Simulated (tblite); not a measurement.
A geometry optimisation, step by step.

Compound: C5H8FO2S (doublet state).
Atom-mapped SMILES: `[O:1]=[S:2]1(=[O:3])[CH:4][CH2:5][CH2:6][C@@H:7]1[CH2:8][F:9]` (hydrogens: H10 on C4; H11, H12 on C5; H13, H14 on C6; H15 on C7; H16, H17 on C8)
Bond orders are those of one Lewis drawing.

Computed with GFN2-xTB (tblite), gas phase: L-BFGS steps from a force-field or distance-geometry start until the largest atomic force falls under 0.01 eV/Å. 6 of its 62 geometries are shown.

Step 0: E = -838.1596 eV, largest atomic force 1.120 eV/Å
```
atom  x, y, z in Å  |  force x, y, z in eV/Å
O1      0.159    1.022    2.423   -0.185   0.635  -0.759
S2      0.201    1.125    0.972    0.585  -0.455   0.840
O3     -0.148    2.324    0.276   -0.448   0.568   0.290
C4      1.755    0.600    0.419    0.892  -0.556  -0.223
C5      1.668   -0.636   -0.405   -0.171   0.924  -0.014
C6      0.213   -0.715   -0.900    0.112  -0.019   0.260
C7     -0.665   -0.268    0.270   -0.207  -0.966  -0.435
C8     -2.058    0.118   -0.124   -0.461   0.164   0.174
F9     -2.693   -0.999   -0.602   -0.332  -0.081  -0.128
H10     2.655    1.000    0.854   -0.084  -0.154  -0.149
H11     1.920   -1.513    0.191    0.087  -0.173   0.075
H12     2.357   -0.588   -1.257    0.047  -0.096   0.155
H13     0.079   -0.039   -1.744   -0.028   0.106   0.028
H14    -0.032   -1.726   -1.236   -0.057   0.093   0.089
H15    -0.690   -1.057    1.031   -0.031   0.198  -0.017
H16    -2.643    0.490    0.736    0.161  -0.159  -0.154
H17    -2.083    0.874   -0.915    0.120  -0.031  -0.032
```

Step 12: E = -838.2997 eV, largest atomic force 0.060 eV/Å
```
atom  x, y, z in Å  |  force x, y, z in eV/Å
O1      0.152    1.107    2.412    0.013   0.023  -0.036
S2      0.216    1.124    0.974   -0.042  -0.043  -0.002
O3     -0.198    2.334    0.316   -0.018  -0.024  -0.022
C4      1.797    0.591    0.417    0.010   0.015   0.004
C5      1.675   -0.614   -0.405   -0.004  -0.013  -0.011
C6      0.223   -0.712   -0.890   -0.032  -0.009  -0.009
C7     -0.681   -0.314    0.261   -0.003   0.006   0.036
C8     -2.082    0.100   -0.131   -0.002  -0.001   0.010
F9     -2.780   -0.976   -0.629    0.010  -0.005  -0.003
H10     2.709    0.964    0.830    0.032   0.027   0.030
H11     1.930   -1.510    0.180    0.005  -0.025   0.046
H12     2.375   -0.603   -1.246    0.015   0.017  -0.031
H13     0.069   -0.017   -1.716    0.005   0.051  -0.005
H14    -0.005   -1.717   -1.243   -0.009  -0.039  -0.027
H15    -0.704   -1.072    1.044   -0.009  -0.018   0.000
H16    -2.638    0.467    0.737    0.012   0.015  -0.013
H17    -2.065    0.861   -0.917    0.019   0.023   0.033
```

Step 24: E = -838.3038 eV, largest atomic force 0.026 eV/Å
```
atom  x, y, z in Å  |  force x, y, z in eV/Å
O1      0.158    1.134    2.401   -0.009   0.004   0.013
S2      0.210    1.115    0.964    0.011   0.020  -0.001
O3     -0.227    2.302    0.278    0.004   0.009  -0.010
C4      1.797    0.594    0.412   -0.002  -0.013  -0.001
C5      1.677   -0.618   -0.404    0.000  -0.009   0.001
C6      0.222   -0.712   -0.887    0.013  -0.003  -0.019
C7     -0.681   -0.333    0.271    0.006  -0.013  -0.022
C8     -2.075    0.101   -0.122   -0.003  -0.007   0.002
F9     -2.783   -0.960   -0.638   -0.003  -0.004  -0.011
H10     2.705    0.967    0.840   -0.012  -0.006  -0.002
H11     1.932   -1.510    0.190   -0.008   0.002   0.002
H12     2.375   -0.609   -1.248   -0.006   0.005   0.009
H13     0.070    0.007   -1.694   -0.002   0.011  -0.001
H14    -0.005   -1.708   -1.268    0.002  -0.007   0.008
H15    -0.711   -1.099    1.045    0.013   0.003   0.003
H16    -2.632    0.466    0.745   -0.002   0.000   0.016
H17    -2.039    0.875   -0.894   -0.001   0.006   0.011
```

Step 37: E = -838.3051 eV, largest atomic force 0.031 eV/Å
```
atom  x, y, z in Å  |  force x, y, z in eV/Å
O1      0.136    1.157    2.388    0.004   0.013  -0.007
S2      0.207    1.121    0.952   -0.004  -0.013   0.002
O3     -0.220    2.300    0.245    0.010  -0.009   0.001
C4      1.796    0.587    0.419   -0.004  -0.001   0.003
C5      1.675   -0.622   -0.401    0.002   0.005  -0.004
C6      0.224   -0.710   -0.895   -0.011   0.006   0.008
C7     -0.677   -0.337    0.267   -0.005   0.017   0.002
C8     -2.076    0.097   -0.110    0.004  -0.007   0.004
F9     -2.783   -0.951   -0.653    0.009   0.003  -0.002
H10     2.702    0.959    0.849   -0.001  -0.007   0.000
H11     1.918   -1.517    0.192    0.009  -0.003   0.005
H12     2.381   -0.613   -1.237    0.010  -0.007  -0.013
H13     0.074    0.015   -1.698    0.002   0.014   0.009
H14    -0.004   -1.704   -1.282    0.002  -0.003   0.009
H15    -0.688   -1.101    1.044   -0.017   0.016  -0.020
H16    -2.629    0.436    0.771    0.005  -0.009  -0.016
H17    -2.043    0.893   -0.860   -0.015  -0.014   0.020
```

Step 49: E = -838.3059 eV, largest atomic force 0.021 eV/Å
```
atom  x, y, z in Å  |  force x, y, z in eV/Å
O1      0.128    1.187    2.377    0.003  -0.001   0.007
S2      0.210    1.127    0.943   -0.004   0.004   0.002
O3     -0.202    2.297    0.215   -0.005  -0.003  -0.005
C4      1.799    0.578    0.427    0.001  -0.009   0.003
C5      1.675   -0.625   -0.399    0.001  -0.001  -0.007
C6      0.224   -0.703   -0.896   -0.007   0.006   0.005
C7     -0.677   -0.333    0.267   -0.015   0.000  -0.004
C8     -2.080    0.091   -0.102   -0.008  -0.004  -0.001
F9     -2.772   -0.954   -0.671    0.007  -0.006   0.001
H10     2.705    0.946    0.861    0.001  -0.006   0.001
H11     1.915   -1.525    0.190   -0.003   0.001  -0.002
H12     2.381   -0.617   -1.236    0.011   0.002  -0.006
H13     0.080    0.030   -1.692   -0.003  -0.005   0.002
H14    -0.008   -1.694   -1.289   -0.001   0.013   0.001
H15    -0.685   -1.099    1.042    0.008   0.016   0.005
H16    -2.638    0.400    0.787   -0.005   0.000  -0.007
H17    -2.063    0.905   -0.833    0.019  -0.006   0.007
```

Step 61: E = -838.3064 eV, largest atomic force 0.009 eV/Å
```
atom  x, y, z in Å  |  force x, y, z in eV/Å
O1      0.127    1.212    2.372   -0.002   0.000  -0.002
S2      0.213    1.134    0.938    0.002  -0.001   0.000
O3     -0.191    2.296    0.194    0.000   0.001   0.000
C4      1.801    0.569    0.435   -0.001   0.002   0.001
C5      1.673   -0.628   -0.401    0.001   0.002   0.002
C6      0.220   -0.696   -0.894    0.003   0.000   0.000
C7     -0.676   -0.329    0.273    0.006   0.005   0.004
C8     -2.082    0.083   -0.099   -0.001  -0.002   0.000
F9     -2.755   -0.962   -0.686   -0.002  -0.007  -0.005
H10     2.708    0.929    0.874    0.001  -0.004   0.002
H11     1.910   -1.533    0.181    0.001   0.000   0.001
H12     2.379   -0.615   -1.238   -0.005   0.001  -0.002
H13     0.077    0.044   -1.684   -0.005  -0.001  -0.002
H14    -0.018   -1.682   -1.294    0.000  -0.002   0.000
H15    -0.675   -1.091    1.052   -0.002  -0.002  -0.002
H16    -2.654    0.375    0.787    0.001   0.003   0.007
H17    -2.065    0.906   -0.819    0.003   0.003  -0.004
```

Problem. Summarise the path.

Solution. The energy falls by 14.17 kJ/mol from step 0 to step 61; nine tenths of that is first reached at step 7. It falls at every step. The largest force goes from 1.120 to 0.009 eV/Å. Among the bonds S2–C7 changes most, from 1.784 to 1.837 Å; the atoms move by 0.087 Å rms after alignment.

The cost below is that of the whole relaxation. Hardware: an Arm Neoverse V1 with one thread, shared host with 32 logical CPUs at a one-minute load of 24. Cost: 0.43 s of wall time.
